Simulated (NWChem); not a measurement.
The numbers come from NWChem runs, not from measurements. System: CBr, charge 0, spin multiplicity 2, at a geometry optimised with UPBE0/def2-SVP. The structure started from a generated list of species. Its SCF solution wasn't tested for a lower state. Level: UMP2/def2-TZVP, 10 core orbitals frozen.

Input file:

```
start mol
memory heap 200 mb stack 900 mb global 1100 mb
geometry units angstroms nocenter noautoz
  C      0.000000     0.000000     1.550582
  Br     0.000000     0.000000    -0.265814
  symmetry group C2v
end
basis spherical
  * library def2-tzvp
end
scf
  uhf
  nopen 1
  maxiter 100
  thresh 1e-7
  semidirect memsize 60000000 filesize 0
  # guess.movecs holds the orbitals of an unrestricted PBE0 run
  vectors input guess.movecs output mol.movecs
end
mp2
  freeze core 10
end
task mp2 energy
```

Part of the output:

```
             Northwest Computational Chemistry Package (NWChem) 7.3.0
             --------------------------------------------------------

                                NWChem Input Module
                                -------------------

 Scaling coordinates for geometry "geometry" by  1.889725989
 (inverse scale =  0.529177249)

 Turning off AUTOSYM since
 SYMMETRY directive was detected!

                             Geometry "geometry" -> ""
                             -------------------------

 Output coordinates in angstroms (scale by  1.889725989 to convert to a.u.)

  No.       Tag          Charge          X              Y              Z
 ---- ---------------- ---------- -------------- -------------- --------------
    1 C                    6.0000     0.00000000     0.00000000     1.55058200
    2 Br                  35.0000     0.00000000     0.00000000    -0.26581400

 Effective nuclear repulsion energy (a.u.)      61.1800633177

            Nuclear Dipole moment (a.u.)
            ----------------------------
        X                 Y               Z
 ---------------- ---------------- ----------------
     0.0000000000     0.0000000000     0.0000037795

      Symmetry information
      --------------------

 Group name             C2v
 Group number             16
 Group order               4
 No. of unique centers     2

      Symmetry unique atoms

     1    2


 Summary of "ao basis" -> "" (spherical)
 ------------------------------------------------------------------------------
       Tag                 Description            Shells   Functions and Types
 ---------------- ------------------------------  ------  ---------------------
 *                         def2-tzvp                  on all atoms

 Summary of "ao basis" -> "ao basis" (spherical)
 ------------------------------------------------------------------------------
       Tag                 Description            Shells   Functions and Types
 ---------------- ------------------------------  ------  ---------------------
 C                         def2-tzvp                11       31   5s3p2d1f
 Br                        def2-tzvp                16       48   6s5p4d1f

                                 NWChem SCF Module
                                 -----------------

  ao basis        = "ao basis"
  functions       =    79
  atoms           =     2
  alpha electrons =    21
  beta  electrons =    20
  charge          =   0.00
  wavefunction    = UHF
  use symmetry    = T
  symmetry adapt  = T

 Summary of "ao basis" -> "ao basis" (spherical)
 ------------------------------------------------------------------------------
       Tag                 Description            Shells   Functions and Types
 ---------------- ------------------------------  ------  ---------------------
 C                         def2-tzvp                11       31   5s3p2d1f
 Br                        def2-tzvp                16       48   6s5p4d1f

      Symmetry analysis of basis
      --------------------------

        a1         35
        a2          8
        b1         18
        b2         18

 Forming initial guess at       0.1s

   Symmetry analysis of molecular orbitals - initial alpha
   -------------------------------------------------------

  Numbering of irreducible representations:

     1 a1          2 a2          3 b1          4 b2

  Orbital symmetries:

     1 a1          2 a1          3 a1          4 b2          5 b1
     6 a1          7 a1          8 a1          9 b2         10 b1
    11 a1         12 b2         13 b1         14 a2         15 a1
    16 a1         17 a1         18 b1         19 b2         20 a1
    21 b1         22 b2         23 a1         24 a1         25 b1
    26 b2         27 a1         28 a1         29 a2         30 a1
    31 b1

   Symmetry analysis of molecular orbitals - initial beta
   ------------------------------------------------------

  Numbering of irreducible representations:

     1 a1          2 a2          3 b1          4 b2

  Orbital symmetries:

     1 a1          2 a1          3 a1          4 b2          5 b1
     6 a1          7 a1          8 a1          9 b2         10 b1
    11 a1         12 b2         13 b1         14 a2         15 a1
    16 a1         17 a1         18 b2         19 b1         20 a1
    21 b2         22 b1         23 a1         24 a1         25 b2
    26 a1         27 b1         28 a1         29 a2         30 a1
    31 b2

 Starting SCF solution at       0.2s

 ----------------------------------------------
         Quadratically convergent UHF

 Convergence threshold     :          1.000E-07
 Maximum no. of iterations :          100
 Integral*density screening:          1.000E-09
 ----------------------------------------------

              iter       energy          gnorm     gmax       time
             ----- ------------------- --------- --------- --------
                 1    -2610.1333708841  6.44D-01  2.83D-01      3.3
                 2    -2610.1485259446  1.29D-01  2.21D-02      3.4
                 3    -2610.1510740467  5.25D-03  1.25D-03      3.6
                 4    -2610.1510829411  1.29D-05  3.10D-06      3.9
                 5    -2610.1510829411  4.90D-09  1.90D-09      4.4

       Final UHF  results
       ------------------

         Total SCF energy =  -2610.151082941139
      One electron energy =  -3754.105483646355
      Two electron energy =   1082.774337387560
 Nuclear repulsion energy =     61.180063317656

                       Sz =      0.5000
                 Sz(Sz+1) =      0.7500
                      S^2 =      0.7650
[...]
    11     -0.211332  1 C  pz                22      0.193948  1 C  d  0

                     UHF Final Beta Molecular Orbital Analysis
                     -----------------------------------------

 Vector   18  Occ=1.000000D+00  E=-4.763691D-01  Symmetry=b2
              MO Center= -5.2D-16,  9.1D-15, -8.3D-02, r^2= 1.6D+00
   Bfn.  Coefficient  Atom+Function         Bfn.  Coefficient  Atom+Function
  ----- ------------  ---------------      ----- ------------  ---------------
    48      0.526752  2 Br py                42     -0.337937  2 Br py
    45      0.296433  2 Br py                51      0.268798  2 Br py

 Vector   19  Occ=1.000000D+00  E=-4.630293D-01  Symmetry=b1
              MO Center= -3.9D-15, -5.2D-16, -1.3D-01, r^2= 1.6D+00
   Bfn.  Coefficient  Atom+Function         Bfn.  Coefficient  Atom+Function
  ----- ------------  ---------------      ----- ------------  ---------------
    47      0.532830  2 Br px                41     -0.343238  2 Br px
    44      0.302999  2 Br px                50      0.279756  2 Br px

 Vector   20  Occ=1.000000D+00  E=-4.492361D-01  Symmetry=a1
              MO Center=  2.2D-15, -4.4D-15,  1.2D+00, r^2= 2.2D+00
   Bfn.  Coefficient  Atom+Function         Bfn.  Coefficient  Atom+Function
  ----- ------------  ---------------      ----- ------------  ---------------
    49      0.351652  2 Br pz                 5     -0.299764  1 C  s
     4     -0.295048  1 C  s                  8     -0.274062  1 C  pz
    11     -0.242648  1 C  pz                43     -0.226716  2 Br pz
     3     -0.213053  1 C  s                 46      0.197742  2 Br pz
    52      0.177464  2 Br pz

 Vector   21  Occ=0.000000D+00  E= 4.668982D-02  Symmetry=b2
              MO Center=  1.4D-16, -3.7D-15,  1.3D+00, r^2= 2.5D+00
   Bfn.  Coefficient  Atom+Function         Bfn.  Coefficient  Atom+Function
  ----- ------------  ---------------      ----- ------------  ---------------
    13      0.623639  1 C  py                51     -0.330852  2 Br py
     7      0.321229  1 C  py                10      0.285995  1 C  py
    48     -0.171213  2 Br py

 Vector   22  Occ=0.000000D+00  E= 9.451474D-02  Symmetry=b1
              MO Center=  6.5D-15, -3.5D-16,  1.3D+00, r^2= 2.7D+00
   Bfn.  Coefficient  Atom+Function         Bfn.  Coefficient  Atom+Function
  ----- ------------  ---------------      ----- ------------  ---------------
    12      0.724494  1 C  px                50     -0.345634  2 Br px
     6      0.298682  1 C  px                 9      0.216402  1 C  px

 Vector   23  Occ=0.000000D+00  E= 1.644072D-01  Symmetry=a1
              MO Center= -4.1D-15, -2.7D-15, -1.0D-01, r^2= 4.7D+00
   Bfn.  Coefficient  Atom+Function         Bfn.  Coefficient  Atom+Function
  ----- ------------  ---------------      ----- ------------  ---------------
    52      1.275147  2 Br pz                37      1.163596  2 Br s
    14      0.858449  1 C  pz                 4     -0.640837  1 C  s
     5     -0.596918  1 C  s                 11      0.291495  1 C  pz
     8      0.226346  1 C  pz

 center of mass
 --------------
 x =   0.00000000 y =   0.00000000 z =  -0.05419272

 moments of inertia (a.u.)
 ------------------
         122.925778604489           0.000000000000           0.000000000000
           0.000000000000         122.925778604489           0.000000000000
           0.000000000000           0.000000000000           0.000000000000

  Mulliken analysis of the total density
  --------------------------------------

    Atom       Charge   Shell Charges
 -----------   ------   -------------------------------------------------------
    1 C    6     6.06   0.86  1.11  0.65  0.98  0.30  0.82  0.99  0.26  0.01  0.06  0.00
    2 Br  35    34.94   2.00  2.00  1.16  0.78  1.01  0.93  6.00  5.94  1.25  2.73  1.07  8.99  1.02  0.00  0.05  0.01

  Mulliken analysis of the alpha density
  --------------------------------------

    Atom       Charge   Shell Charges
 -----------   ------   -------------------------------------------------------
    1 C    6     3.53   0.43  0.56  0.34  0.51  0.13  0.61  0.72  0.19  0.01  0.03  0.00
    2 Br  35    17.47   1.00  1.00  0.58  0.39  0.51  0.46  3.00  2.97  0.63  1.36  0.53  4.49  0.51  0.01  0.03  0.01

   Mulliken analysis of the beta density
   -------------------------------------

    Atom       Charge   Shell Charges
 -----------   ------   -------------------------------------------------------
    1 C    6     2.53   0.43  0.56  0.31  0.48  0.17  0.21  0.27  0.08  0.00  0.03  0.00
    2 Br  35    17.47   1.00  1.00  0.58  0.39  0.51  0.47  3.00  2.97  0.62  1.37  0.54  4.49  0.51 -0.00  0.02  0.00

   Mulliken analysis of the spin density
   -------------------------------------

    Atom       Charge   Shell Charges
 -----------   ------   -------------------------------------------------------
    1 C    6     1.00   0.00 -0.00  0.04  0.03 -0.03  0.41  0.44  0.11  0.00  0.00 -0.00
    2 Br  35     0.00  -0.00  0.00  0.00 -0.00  0.00 -0.01  0.00  0.00  0.01 -0.01 -0.01  0.00  0.00  0.01  0.01  0.00

       Multipole analysis of the density wrt the origin
       ------------------------------------------------

     L   x y z        total         alpha         beta         nuclear
     -   - - -        -----         -----         ----         -------
     0   0 0 0     -0.000000    -21.000000    -20.000000     41.000000

     1   1 0 0      0.000000      0.000000      0.000000      0.000000
     1   0 1 0      0.000000      0.000000      0.000000      0.000000
     1   0 0 1     -0.414827     -1.495790      1.080960      0.000004

     2   2 0 0    -18.629811    -10.375247     -8.254564      0.000000
     2   1 1 0     -0.000000      0.000000     -0.000000      0.000000
     2   1 0 1      0.000000      0.000000     -0.000000      0.000000
     2   0 2 0    -17.269687     -8.883061     -8.386626      0.000000
     2   0 1 1      0.000000      0.000000      0.000000      0.000000
     2   0 0 2    -19.566582    -44.147280    -35.766093     60.346791

                   NWChem MP2 Semi-direct Energy/Gradient Module
                   ---------------------------------------------

  Basis functions       =     79
  Molecular orbitals    =     79
  Frozen core           =     10
  Frozen virtuals       =      0
  Active alpha occupied =     11
  Active beta occupied  =     10
  Active alpha virtual  =     58
  Active beta virtual   =     59
  Use MO symmetry       = T
  Use skeleton AO sym   = T

  AO/Fock/Back tols     =   1.0D-09  1.0D-09  1.0D-09

 GA uses MA = F    GA memory limited = T

 Available:
  local mem=  1.26D+08
 global mem=  1.44D+08
 local disk=  0.00D+00
  mp2_memr nvloc                    58
  nvloc new                    58
   1 passes of  11:        4194304                      44618                   6830716.
   1 passes of  11: M    126150209           G      144166718           F     121955905.

 Semi-direct pass number   1 of   1  for UHF alpha       at        4.6s
  vrange nnbf                  3144
  mp2_eaftype                    26  avail_ma_in_mb                  1099
 EAF : mp2_eaftype filesize          26    3415358.
  mp2_eaf for mointskh                     26
Node 0 wrote     16.0 Mb in      0.0 s     Agg I/O rate:  1027.4 Mb/s
 Done moints_semi at       12.3s
  mp2_eaftype                    26  avail_ma_in_mb                  1073
 EAF : mp2_eaftype filesize          26    3415358.
  mp2_eaf for kh                    26
 Done maket at       12.5s
 Done multipass loop at       12.5s

 GA uses MA = F    GA memory limited = T

 Available:
  local mem=  1.26D+08
 global mem=  1.44D+08
 local disk=  0.00D+00
  mp2_memr nvloc                    59
  nvloc new                    59
   1 passes of  10:        4194304                      42219                   6317615.
   1 passes of  10: M    126150209           G      144166718           F     121955905.

 Semi-direct pass number   1 of   1  for UHF beta        at       12.6s
  vrange nnbf                  3144
  mp2_eaftype                    24  avail_ma_in_mb                  1099
 EAF : mp2_eaftype filesize          24    3158807.
  mp2_eaf for mointskh                     24
Node 0 wrote     14.8 Mb in      0.0 s     Agg I/O rate:  1525.5 Mb/s
 Done moints_semi at       20.2s
  mp2_eaftype                    24  avail_ma_in_mb                  1075
 EAF : mp2_eaftype filesize          24    3158807.
  mp2_eaf for kh                    24
 Done maket at       20.4s
 Done multipass loop at       20.4s

          -------------------------------------------
          SCF energy               -2610.151082941139
          Correlation energy          -0.378410548188
          Singlet pairs                0.000000000000
          Triplet pairs                0.000000000000
          Total MP2 energy         -2610.529493489327
          -------------------------------------------

          ---------------------------------------------------
                    Spin Component Scaled (SCS) MP2
          Same spin pairs                     -0.108257105146
          Same spin scaling factor             0.333333333333
          Opposite spin pairs                 -0.270153443042
          Opposite spin scaling fact.          1.200000000000
          SCS-MP2 correlation energy          -0.360269833366
          Total SCS-MP2 energy             -2610.511352774505
          ---------------------------------------------------

 -----------------------
 Performance information
 -----------------------

 Timer overhead =  3.25D-07 seconds/call

               Nr. of calls         CPU time (s)                 Wall time (s)                GFlops
             ---------------    -------------------     ------------------------------   -------------------
Name         Min   Avg   Max    Min     Avg     Max     Min     Avg     Max   Mx/calls   Min     Max     Sum
mp2: moin     2     2     2    15.     15.     15.      15.     15.     15.     7.6      0.0     0.0     0.0
mp2: make     2     2     2   0.44    0.44    0.44     0.44    0.44    0.44    0.22      0.0     0.0     0.0
mp2: tota     1     1     1    16.     16.     16.      16.     16.     16.     16.      0.0     0.0     0.0

 The average no. of pstat calls per process was 5.00D+00
 with a timing overhead of 1.63D-06s

 Task  times  cpu:       20.4s     wall:       20.4s

 Total times  cpu:       20.4s     wall:       20.4s
```
